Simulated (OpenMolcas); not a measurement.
Ni2+: moving the ligands

Ni2+ with 4 ligands (sulfide) in tetrahedral coordination (Td) at 2.33 Å. A charge of +1.5 e stands 2.8 Å behind each ligand. Ligand basis ANO-RCC-VDZP.

```
Program             : OpenMolcas 26.06
Method              : CASSCF
Basis               : ANO-RCC-VTZP [6s5p3d2f1g]
Scalar Hamiltonian  : DKH2, point nucleus
Active space        : 8 electrons in 5 orbitals (3d)
State averaging     : 2S+1 = 3 even, 10 roots; 2S+1 = 1 even, 15 roots
Spin-orbit coupling : RASSI with atomic mean-field integrals over the reference wave functions
```

Runs around this geometry, states (labels of Td). Energies in cm-1 above the lowest state or level, χT in cm3 K/mol; under a threefold ground state the first gap can be a small split of the lowest multiplet, not the spin-orbit step; 10Dq and B are least-squares fits to the states below 45000 cm-1, weighted by degeneracy, with a free offset, and given where the rms deviation is under 5 % of |10Dq| (or 100 cm-1) and under 700 cm-1; 10Dq is negative for this site.

```tsv
R (Å)	Ground state	First state of that spin	10Dq	B (rms of fit)	First gap with spin-orbit (degeneracies)	χT at 300 K	First state of another spin
2.23	3T1	3T2 1112	-1385	1230 (69)	248.5 (1, 3)	3.030	1T2 15760
2.33	3T1	3T2 937.5	-1163	1251 (56)	226.4 (1, 3)	3.177	1T2 15948
2.48	3T1	3T2 711.7	-886	1271 (45)	190.4 (1, 3)	3.377	1T2 16101
```

Taking |10Dq| as R^-n, n = -ln(886 / 1385) / ln(2.48 / 2.23) = 4.2 between the shortest and longest distance. The point-charge formula for a cubic d site gives n = 5.

An orbital triplet at a regular site is open to Jahn-Teller coupling, which can distort the site and quench the lowest spin-orbit gaps and is left out. Without dynamic correlation the repulsion within the d shell is too large (B by tens of per cent), so at a given field states of lower spin stand too high. The sulfide ions are held by bare point charges, a crude embedding. Ligand-to-metal charge-transfer states are missing. With oxide or sulfide held by bare charges the field of late divalent 3d ions can come out several times too small, and g and χT far too large. With no ligand orbital active B as a rule stays too high, so bands that hang on it stand too high and its fall with covalency is understated. With metal d orbitals alone and no dynamic correlation the field as a rule comes out too small, by tens of per cent, by up to half for chloride and softer ligands, and with too little covalency χT stands high. No measured value stands beside these numbers; the geometry was imposed, not optimised, and the real ion may take another.
